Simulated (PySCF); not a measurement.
# Cl⁺ (chlorine, charge +1) across methods

[Ne] 3s2 3p4, high-spin 3P determinant. Computed with PySCF 2.14 in x2c-TZVPPall with one added diffuse shell each of s, p, d type (6s6p4d1f, 51 functions), with scalar relativity by spin-free X2C-1e.

```
 method  E (hartree)  mean ε 3s β (eV)  mean ε 3p α (eV)  mean ε 3p β (eV)  Σ⟨r²⟩ (bohr²)   ⟨S²⟩
 PBEsol    -460.2093           -30.497           -20.245           -18.247          20.57  2.003
    PBE    -460.9069           -30.553           -20.308           -18.359          20.56  2.003
 r2SCAN    -461.0583           -30.721           -20.876           -18.694          20.49  2.006
    UHF   -460.45621           -36.799           -26.340           -23.626          20.65  2.011
LC-wPBE    -460.9721           -35.687           -25.050           -23.029          20.47  2.004
   PBE0    -460.9427           -32.455           -22.033           -19.936          20.51  2.004
r2SCAN0    -461.0572           -32.508           -22.414           -20.154          20.49  2.007
   BP86    -461.1372           -30.705           -20.338           -18.484          20.52  2.003
```

Question: Estimate the same row for LDA.

Answer: E (hartree) = -459.5698; mean ε 3s β (eV) = -30.758; mean ε 3p α (eV) = -20.310; mean ε 3p β (eV) = -18.330; Σ⟨r²⟩ (bohr²) = 20.62; ⟨S²⟩ = 2.002.
